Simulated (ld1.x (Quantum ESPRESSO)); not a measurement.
## H (Z = 1): RRKJ pseudisation with PBEsol, scalar-relativistic reference atom.

The input file (ld1.x (Quantum ESPRESSO) 7.5):

```
&input
   title='H', zed=1., rel=1, dft='PBESOL', iswitch=3,
   config='1s0.5 2p-2',
   nld=2, rlderiv=0.65, eminld=-3.0, emaxld=5.0, deld=0.02
 /
 &inputp
   pseudotype=2, tm=.false., rho0=0.005, lloc=-1, rcloc=0.55,
   nlcc=.false.,
   file_pseudopw='H.UPF', file_wfcaegen='ae.wfc', file_wfcncgen='nc.wfc', file_beta='beta', file_chi='chi'
 /
2
1S  1  0   0.50   0.00  0.60  0.60  0.0
2P  2  1  -2.00   0.15  0.50  0.50  0.0
 &test
   configts(1)='1s0.5'
 /
```

Command:

```bash
ld1.x < H.in > H.out
```

Resulting log (shortened: banner, matrices, multipoles, cross overlaps and the repeated all-electron block are left out):

```
Program LD1 v.7.5
     --------------------------- All-electron run ----------------------------

     H
     scalar relativistic calculation

     atomic number is  1.00
     dft =PBESOL   lsd =0 sic =0 latt =0  beta=0.20 tr2=1.0E-14
     Exchange-correlation= PBESOL
                           (   1   4  10   8   0   0   0)
     mesh = 929 r(mesh) =  99.48432 a.u. xmin = -7.00 dx = 0.01250
     1 Ry =  13.60569312 eV, c = 137.03599908

     n l     nl                  e(Ry)          e(Ha)          e(eV)
     1 0     1S 1( 0.50)        -0.9131        -0.4565       -12.4232

     final scf error:  3.7E-16 reached in  12 iterations

     Etot =      -0.557674 Ry,      -0.278837 Ha,      -7.587535 eV

     Ekin =       0.546246 Ry,       0.273123 Ha,       7.432049 eV
     Encl =      -1.045384 Ry,      -0.522692 Ha,     -14.223176 eV
     Eh   =       0.163554 Ry,       0.081777 Ha,       2.225266 eV
     Exc  =      -0.222089 Ry,      -0.111044 Ha,      -3.021674 eV

     normalization and overlap integrals

     s(1S/1S) =  1.000000  <r> =   1.4338  <r2> =    2.7456  r(max) =   0.9512

     ------------------------ End of All-electron run ------------------------

     --------------------- Generating NC pseudopotential ---------------------

      Generating local potential from pseudized AE potential:
      Matching radius rcloc =   0.5500

      Local pseudo, rcloc= 0.549 Estimated cut-off energy=    73.98 Ry

      Wfc   1S  rcut= 0.607  Estimated cut-off energy=      116.68 Ry
      Using 4 Bessel functions for this wfc, rho(0) = 0.005
      This function has    0 nodes for 0 < r <    0.607

      Wfc   2P  rcut= 0.497  Estimated cut-off energy=      675.33 Ry
      This function has    0 nodes for 0 < r <    0.497

     ------------------- End of pseudopotential generation -------------------

     Computing logarithmic derivative in   0.64971
     Computing logarithmic derivative in   0.64971
     Computing the partial wave expansion
     R is outside the sphere for l=    0 j= 0.00
     R is outside the sphere for l=    1 j= 0.00

     ---------------------- Testing the pseudopotential ----------------------

     H
     scalar relativistic calculation

     atomic number is  1.00   valence charge is  1.00
     dft =PBESOL   lsd =0 sic =0 latt =0  beta=0.20 tr2=1.0E-14
     mesh = 929 r(mesh) =  99.48432 xmin = -7.00 dx = 0.01250

     n l     nl             e AE (Ry)        e PS (Ry)    De AE-PS (Ry)
     1 0     1S   1( 0.50)       -0.91309       -0.91309        0.00001

     eps = 2.0E-15  iter = 14

     Etot =      -0.557674 Ry,      -0.278837 Ha,      -7.587535 eV
     Etotps =    -0.557495 Ry,      -0.278748 Ha,      -7.585109 eV

     Ekin =       0.646723 Ry,       0.323361 Ha,       8.799111 eV
     Encl =      -0.986643 Ry,      -0.493322 Ha,     -13.423967 eV
     Ehrt =       0.163391 Ry,       0.081696 Ha,       2.223054 eV
     Ecxc =      -0.223245 Ry,      -0.111623 Ha,      -3.037403 eV
     Epseu=      -0.157721 Ry,      -0.078860 Ha,      -2.145903 eV

     ---------------------- End of pseudopotential test ----------------------
```

Generation and configuration tests took about 1.9 s on one core of a shared server CPU.

Transferability test of the new file with ld1.x, input:

```
&input
   title='H', zed=1., rel=1, dft='PBESOL', iswitch=2,
   config='1s0.5 2p-2'
 /
 &test
   file_pseudo='H.UPF', nconf=2,
   configts(1)='1s0.5',
   configts(2)='1s1'
 /
```

```bash
ld1.x < H.test.in > H.test.out
```

Pseudopotential blocks of its output, shortened (energy terms left out):

```
     ---------------------- Testing the pseudopotential ----------------------

     n l     nl             e AE (Ry)        e PS (Ry)    De AE-PS (Ry)
     1 0     1S   1( 0.50)       -0.91309       -0.91309        0.00001

     eps = 3.7E-15  iter = 50

     Etot =      -0.557674 Ry,      -0.278837 Ha,      -7.587535 eV
     Etotps =    -0.557495 Ry,      -0.278748 Ha,      -7.585109 eV

     ---------------------- End of pseudopotential test ----------------------

          ---------------------- Testing the pseudopotential ----------------------

     n l     nl             e AE (Ry)        e PS (Ry)    De AE-PS (Ry)
     1 0     1S   1( 1.00)       -0.46539       -0.46547        0.00008

     eps = 7.4E-15  iter = 27

     Etot =      -0.900064 Ry,      -0.450032 Ha,     -12.245998 eV
     Etotps =    -0.899849 Ry,      -0.449924 Ha,     -12.243063 eV
     dEtot_ae =      -0.342391 Ry
     dEtot_ps =      -0.342353 Ry,   Delta E=      -0.000037 Ry

     ---------------------- End of pseudopotential test ----------------------
```
